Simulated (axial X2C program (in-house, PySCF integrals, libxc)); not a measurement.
Which functional? An output for TeP

An SCF output computed with an in-house relativistic program for diatomic molecules for TeP at 2.255 Å, two-component, state Ω = 1/2, Te dyall-cv3z [11s12p8d4f1g], P dyall-v3z [8s7p2d1f] (cores contracted in-house), without its first line:

```
basis functions 170  fitting functions 922  grid points 5080
iter        total energy     max residual
   1      -7129.575768474     2.73e-01
   2      -7129.602044748     6.77e-03
   3      -7129.604577838     5.02e-03
   4      -7129.606167409     5.58e-03
   5      -7129.607622548     5.37e-03
   6      -7129.609191438     5.61e-03
   7      -7129.612486270     5.03e-03
   8      -7129.615371889     1.43e-03
   9      -7129.615457288     1.12e-03
  10      -7129.615574027     2.42e-04
  11      -7129.615578334     1.09e-04
  12      -7129.615577958     7.94e-05
  13      -7129.615578880     5.34e-05
  14      -7129.615579215     1.25e-05
  15      -7129.615579228     4.46e-06
  16      -7129.615579226     5.28e-06
  17      -7129.615579230     3.85e-07
  18      -7129.615579230     1.14e-07
converged
one-electron -10150.10562402  Coulomb 3039.02392142  exact exchange -197.48299657  xc functional 0.00000000  nuclear repulsion 183.04134125  atomic mean-field constant -4.09222131
```

Question: Which level of theory produced it?
A. PBE0
B. BLYP
C. HF

Answer: C. The exact-exchange term against the functional term shows a share of 1 of exact exchange.
